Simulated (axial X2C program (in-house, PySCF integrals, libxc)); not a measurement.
# Density and ELF of TcSi

All values were computed with an in-house all-electron X2C program for linear molecules (integrals from PySCF). Two-component (2c) means X2C with spin–orbit coupling and atomic mean-field two-electron Coulomb and Gaunt terms. Basis: Tc dyall-cv3z [12s12p8d5f3g], Si dyall-v3z [8s7p2d1f] (cores contracted in-house); Gaussian nuclei, density fitting, unrestricted open shells. Masses: Tc 98.907 u, Si 27.977 u.

PBE0, two-component, state Ω = 3/2 (⟨Sz⟩ = 1.50, ⟨Lz⟩ = 0.00 at PBE0); Tc at z = 0, Si at z = 2.188 Å.

The maps cover the half plane through the axis: z from -2.4 to 4.2 Å along the bond, ρ from 0.15 to 2.25 Å away from it.

log10 of the density in e/bohr³:

```
 ρ\z  -2.4  -1.8  -1.2  -0.6   0.0   0.6   1.2   1.8   2.4   3.0   3.6   4.2
0.15  -3.0  -2.3  -1.4  -0.2   1.7  -0.2  -0.9  -0.1   0.6  -1.2  -1.7  -2.5
0.45  -3.1  -2.4  -1.6  -0.5   0.1  -0.5  -1.0  -0.9  -0.5  -1.3  -1.8  -2.5
0.75  -3.2  -2.5  -1.8  -1.0  -0.5  -0.9  -1.2  -1.2  -1.2  -1.4  -2.0  -2.7
1.05  -3.3  -2.7  -2.0  -1.5  -1.2  -1.4  -1.5  -1.5  -1.5  -1.7  -2.2  -2.8
1.35  -3.5  -2.9  -2.3  -1.9  -1.7  -1.8  -1.8  -1.8  -1.8  -2.0  -2.5  -3.0
1.65  -3.6  -3.1  -2.6  -2.3  -2.1  -2.1  -2.1  -2.1  -2.2  -2.4  -2.8  -3.3
1.95  -3.8  -3.4  -2.9  -2.6  -2.5  -2.5  -2.5  -2.5  -2.6  -2.8  -3.1  -3.6
2.25  -4.1  -3.6  -3.2  -3.0  -2.9  -2.9  -2.9  -2.9  -3.0  -3.1  -3.4  -3.9
```

Electron localisation function (collinear form, no current term, damped to 0 at low density):

```
 ρ\z  -2.4  -1.8  -1.2  -0.6   0.0   0.6   1.2   1.8   2.4   3.0   3.6   4.2
0.15  0.15  0.20  0.25  0.76  0.58  0.70  0.58  0.61  0.87  0.60  0.97  0.91
0.45  0.15  0.20  0.24  0.69  0.42  0.62  0.64  0.07  0.27  0.86  0.97  0.89
0.75  0.14  0.22  0.23  0.46  0.68  0.40  0.69  0.40  0.23  0.94  0.95  0.83
1.05  0.11  0.23  0.26  0.32  0.38  0.30  0.70  0.72  0.78  0.93  0.91  0.71
1.35  0.08  0.23  0.29  0.31  0.28  0.33  0.65  0.68  0.76  0.86  0.81  0.48
1.65  0.04  0.20  0.30  0.33  0.29  0.35  0.55  0.55  0.61  0.69  0.61  0.20
1.95  0.01  0.13  0.27  0.29  0.31  0.32  0.40  0.36  0.39  0.44  0.31  0.05
2.25  0.00  0.05  0.18  0.19  0.25  0.22  0.22  0.19  0.19  0.18  0.08  0.01
```

Axial spin density in 10⁻³ e/bohr³:

```
 ρ\z  -2.4  -1.8  -1.2  -0.6    0.0    0.6   1.2    1.8   2.4   3.0   3.6   4.2
0.15   0.4   1.6   8.1  94.5  523.2  103.4  -6.5   -0.2  -8.8  -2.1  -1.2  -0.3
0.45   0.4   1.5   7.5  64.5  151.2   63.1  -8.0   -9.9  -2.1  -3.4  -1.2  -0.3
0.75   0.3   1.4   6.5  39.8  114.9   33.4  -7.3  -15.0  -9.8  -4.1  -1.2  -0.3
1.05   0.3   1.1   4.9  21.3   44.3   16.0  -4.7  -11.2  -8.5  -3.4  -0.9  -0.2
1.35   0.2   0.8   3.2  10.3   16.8    7.2  -2.5   -6.2  -5.1  -2.2  -0.7  -0.1
1.65   0.2   0.6   1.9   4.8    6.7    3.1  -1.2   -3.0  -2.6  -1.2  -0.4  -0.1
1.95   0.1   0.3   1.0   2.2    2.7    1.3  -0.5   -1.4  -1.2  -0.7  -0.2  -0.1
2.25   0.1   0.2   0.5   1.0    1.1    0.6  -0.2   -0.6  -0.6  -0.3  -0.1   0.0
```

Occupations by symmetry block were frozen at the best pattern of an incomplete PBE0 search. Density functionals use the spin component along the axis (collinear). With several unpaired electrons one determinant need not be a pure state. This is the top spin component of a Σ state; components of lower Ω are not single determinants and can lie lower. The determinant is spin-polarised beyond a pure state at some levels (its spin-free form has ⟨S²⟩ too high), which makes Re and μ there less reliable.
